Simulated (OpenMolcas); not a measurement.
## Mg I: effect of the IPEA shift

```json
{"Program": "OpenMolcas", "Basis": "ANO-RCC [9s8p6d2f2g]", "Scalar Hamiltonian": "DKH2, point nucleus", "Active space": "2 electrons in 8 orbitals (3s 3p 4s 4p)", "State averaging": "2S+1 = 3 even, 3 roots; 2S+1 = 1 even, 1 root; 2S+1 = 3 odd, 3 roots; 2S+1 = 1 odd, 3 roots", "Spin-orbit coupling": "state interaction with AMFI integrals over the reference wave functions, term energies averaged over their components"}
```

Methods on the same reference wave functions:
A. CASSCF
B. SS-CASPT2, IPEA 0 Eh, imaginary shift 0.1 Eh (closed shells correlated: 2s 2p)
C. SS-CASPT2, IPEA 0.25 Eh, imaginary shift 0.1 Eh (closed shells correlated: 2s 2p)

Energies in cm⁻¹ above 3s² ¹S₀, the measured ground level; measured values from NIST Handbook of Basic Atomic Spectroscopic Data.

```tsv
Level	A	B	C	Measured
3s² ¹S₀	0.0	0.0	0.0	0.0
3s 3p ³P°₀	21985	21764	21850	21850
3s 3p ³P°₁	22000	21780	21865	21870
3s 3p ³P°₂	22031	21811	21896	21911
3s 3p ¹P°₁	39565	35969	36342	35051
```

Deviations, from unrounded energies. A percentage is the sum of absolute deviations over the sum of measured energies, with the sign that they share, or ± where signs differ.

| Against measurement | Levels | A | B | C |
| --- | --- | --- | --- | --- |
| mean absolute deviation (cm-1) | 4 | 1200 | 300 | 330 |
| other configurations (%) | 4 | +4.9 | ±1.2 | ±1.3 |

B lies closest to measurement on these levels and A furthest from it. The largest miss of B in the table is 3s 3p ¹P°₁, by +920 cm-1. The ranking rests on the paired levels alone, and a cruder setting can come out closer through cancelling errors.

Between B and C the level of the table that moves most is 3s 3p ¹P°₁, by 370 cm-1 (lowest in B, highest in C).

The lowest spin-free term lies below A's lowest term by 0.296 hartree in B, 0.295 hartree in C.

Active for correlation alone: 4p 4s; no level in the range computed is led by a configuration that fills them, so any true level of that kind is missing. Without dynamic correlation excited terms often stand tens of per cent too high (terms of higher spin than the ground term too low), and those without a measured partner can miss by more than the paired ones (holds for A). Measured partners are found by configuration, term and J. A level has none where our copy of the source lacks it or the pairing is in doubt (some pairs that miss far off the trend of their configuration count as doubtful), and it then counts in no deviation. Levels of configurations outside the active space are missing. The table leaves out levels that lie high or whose names do not pair safely across all columns.

° marks odd parity.
